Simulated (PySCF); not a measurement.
[Pb(H2O)3]2+: from a saddle point downhill

PySCF 2.14.0, RKS PBE0, Pb def2-SVP with ECP60, O def2-SVP, H def2-SVP; non-relativistic Hamiltonian with scalar-relativistic core potentials where named; density fitting; no spin-orbit coupling. Relaxed within the symmetry of its start, the geometry (D3h) is

```xyz
10

Pb    0.0000    0.0000    0.0000
O     2.4706    0.0000    0.0000
H     3.0635    0.0000    0.7717
H     3.0635    0.0000   -0.7717
O    -1.2353    2.1396    0.0000
H    -1.5317    2.6530    0.7717
H    -1.5317    2.6530   -0.7717
O    -1.2353   -2.1396    0.0000
H    -1.5317   -2.6530    0.7717
H    -1.5317   -2.6530   -0.7717
```

and its lowest harmonic modes are -148, -103, -103, -64, 7, 7 cm⁻¹ (negative: unstable). It was moved along the lowest mode and relaxed again, within the group D3 that the move left.

Where does it end, and how much lower?

In D3, 0.054 eV lower, after 19 steps:
```xyz
10

Pb    0.0000    0.0000    0.0000
O     2.4628    0.0000    0.0000
H     3.0553    0.6475    0.4211
H     3.0553   -0.6474   -0.4211
O    -1.2314    2.1329    0.0000
H    -2.0884    2.3222    0.4211
H    -0.9670    2.9697   -0.4211
O    -1.2314   -2.1329    0.0000
H    -0.9669   -2.9697    0.4211
H    -2.0883   -2.3223   -0.4211
```

How do the contacts change?


```json
{"contact": "Pb1–O2 (H2O)", "saddle (Å)": "2.471", "end (Å)": "2.463"}
{"contact": "Pb1–O5 (H2O)", "saddle (Å)": "2.471", "end (Å)": "2.463"}
{"contact": "Pb1–O8 (H2O)", "saddle (Å)": "2.471", "end (Å)": "2.463"}
```


Is the end a minimum?

Probably not: 1 of the modes stay unstable (below −25 cm⁻¹), though so soft as to be near the noise; lowest modes -57, -10, -10, 77, 77, 122 cm⁻¹.

State: singlet.
